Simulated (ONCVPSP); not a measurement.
**What one change does to a pseudopotential (rhodium (Rh), ONCV)**

rhodium, optimised norm-conserving Vanderbilt (ONCV), made with ONCVPSP 4.0.1 (PBEsol, scalar-relativistic). Core [Ar] 3d10, reference 4s2 4p6 4d8 (charge +1). Waves: 4s: rc 0.95 bohr, ncon 4, nbas 7, qcut 6.4 1/bohr, 2 projectors, debl 1.2 Ha; 4p: rc 1.35 bohr, ncon 3, nbas 7, qcut 8 1/bohr, 2 projectors, debl 1.4 Ha; 4d: rc 2.20 bohr, ncon 4, nbas 9, qcut 8 1/bohr, 2 projectors, debl 2.2 Ha; f scattering state at 0.23 Ha: rc 1.85 bohr, ncon 4, nbas 7, qcut 6.7 1/bohr, 2 projectors, debl 3.1 Ha. Local part: polynomial inside 0.95 bohr (lpopt 5, dvloc0 4 Ha). Core correction: Teter function, fcfact 2.75, rcfact 1.75.

In the s channel the program set the typed energies aside and used -3.311, 0.250 Ha. In the p channel the program set the typed energies aside and used -2.135, 0.250 Ha.

Change: core correction Teter function, fcfact 3.2, rcfact 1.75.

Cutoffs: the cutoffs (Ha) at which the residual kinetic energy of the hardest occupied pseudo-wave falls to 1 and 0.1 mHa per electron; they do not see the model core or the augmentation charge, which bear on the density cutoff. Errors are all-electron minus pseudo energies relative to the spin-unpolarised reference configuration.

Question: What does the change do?

Answer: The potential gets neither clearly harder nor softer (114 Ha and 136 Ha → 114 Ha and 136 Ha); the errors of the 4 common tests hardly move; neither file shows a bound ghost. A model core, the more so a compact one, raises the density cutoff, which this test does not measure.

```tsv
quantity	base	changed
cutoff, loose	114 Ha	114 Ha
cutoff, tight	136 Ha	136 Ha
bound ghosts	none	none
GHOST(+) flags under 300 eV	s at 226.6 eV	s at 226.6 eV
error for 4s2 4p6 4d8 5s1, meV [ΔE -7.46 eV]	+2.3	+2.3
error for 4s2 4p6 4d7, meV [ΔE 19.51 eV]	+5.5	+5.4
error for 4s2 4p6 4d6, meV [ΔE 52.00 eV]	+43	+43
error for 4s2 4p6 4d8.5 5s0.5, meV [ΔE -8.09 eV]	+0.6	+0.5
s: phases at 0.96 bohr within 0.05 rad from the reference energy up to (Ha; the scan ends near 5)	to the end of the scan	to the end of the scan
p: phases at 1.37 bohr within 0.05 rad from the reference energy up to (Ha; the scan ends near 5)	4.7	4.7
d: phases at 2.23 bohr within 0.05 rad from the reference energy up to (Ha; the scan ends near 5)	to the end of the scan	to the end of the scan
f: phases at 1.87 bohr within 0.05 rad from the reference energy up to (Ha; the scan ends near 5)	to the end of the scan	to the end of the scan
rms error of d²Exc/dni dnj with the model core, mHa	2.50	3.04
```
